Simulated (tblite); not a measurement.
`O=CC[S+]1CCCC1` (charge +1). Computed geometry: GFN2-xTB, gas phase.

```
atom  x, y, z in Å
O1     2.6536   -0.4004    1.5118
C2     2.7958   -0.4275    0.3264
C3     1.7580    0.1715   -0.5934
S4     0.5062    0.9394    0.5095
C5    -0.8281    1.2812   -0.6981
C6    -1.6663    0.0163   -0.7844
C7    -1.7601   -0.5129    0.6414
C8    -0.3410   -0.5375    1.1907
H9     3.6660   -0.8745   -0.1757
H10    1.3079   -0.5769   -1.2460
H11    2.2042    0.9566   -1.2061
H12   -0.3940    1.5987   -1.6424
H13   -1.4018    2.1068   -0.2783
H14   -2.6506    0.2430   -1.1917
H15   -1.1964   -0.7216   -1.4365
H16   -2.1904   -1.5127    0.6729
H17   -2.3889    0.1450    1.2420
H18    0.2124   -1.4189    0.8756
H19   -0.2964   -0.4666    2.2749
```

(1) Which two atoms are farthest apart?

(2) Work out the bond lengths C2–C3, C3–H10, C3–H11, C5–C6, C6–H14, C7–C8, C7–H16, C7–H17 in Å.

(3) Give the dihedral angles C8–S4–C5–H12, C6–C7–C8–S4, C5–S4–C8–C7.

(4) What are the angles S4–C3–H11, C2–C3–H11, H14–C6–H15, C7–C8–H18, C7–C8–H19?

(5) How far are the heavy atoms from their best plane (unweighted least squares)?

(6) What is the repulsion energy of the bare nuclei, Σ ZA·ZB/RAB?

(7) Where is the centre of mass (commonest isotopes), and what is the radius of gyration?

(8) Write the matrix of distances between heavy atoms (Å, lower triangle).

## Answers

(1) H9···H14, 6.49 Å; the next longest distance is 6.30 Å.

(2) For C2–C3 the difference vector is (-1.0378, 0.5990, -0.9198) Å, of length 1.5106 Å. C2–C3 1.511; C3–H10 1.090; C3–H11 1.091; C5–C6 1.520; C6–H14 1.089; C7–C8 1.522; C7–H16 1.089; C7–H17 1.090 Å.

(3) C8–S4–C5–H12 -140° (anticlinal); C6–C7–C8–S4 37° (synclinal); C5–S4–C8–C7 -12° (synperiplanar). Dihedral signs follow IUPAC: positive where, seen along the central bond, the front bond turns clockwise onto the rear one.

(4) From the scalar product of the two bond vectors; for S4–C3–H11 it is -0.6314 Å² over 1.8366 × 1.0913 Å², cos θ = -0.3150. S4–C3–H11 108.4°; C2–C3–H11 110.3°; H14–C6–H15 107.8°; C7–C8–H18 112.5°; C7–C8–H19 113.4°.

(5) 0.474 Å rms; O1 0.26, C2 0.45, C3 0.45, S4 0.85, C5 0.48, C6 0.58, C7 0.18, C8 0.07 Å (magnitudes).

(6) 481.89 Eh over 171 pairs, with full nuclear charges and distances in bohr; the largest single term is 27.73 Eh (S4 with C5).

(7) Mass 131.053 u; centre at (0.419, 0.175, 0.300) Å; Rg = √(Σ m r²/M) = 1.975 Å. As Ia + Ib + Ic = 2 Σ m r², the three principal moments sum to 1022.5 u·Å².

(8) 
```
O1    0.000
C2    1.194  0.000
C3    2.358  1.511  0.000
S4    2.722  2.673  1.837  0.000
C5    4.454  4.135  2.816  1.832  0.000
C6    4.910  4.620  3.433  2.692  1.520  0.000
C7    4.500  4.568  3.791  2.695  2.425  1.524  0.000
C8    3.015  3.256  2.845  1.834  2.667  2.442  1.522  0.000
```

Its GFN2-xTB frequencies are all real (lowest 68 cm⁻¹). 3 starts were optimised and ended at 0.00, 0.14 and 2.61 kcal/mol (GFN2-xTB); the lowest of these is shown.

One conformer stands for the species.
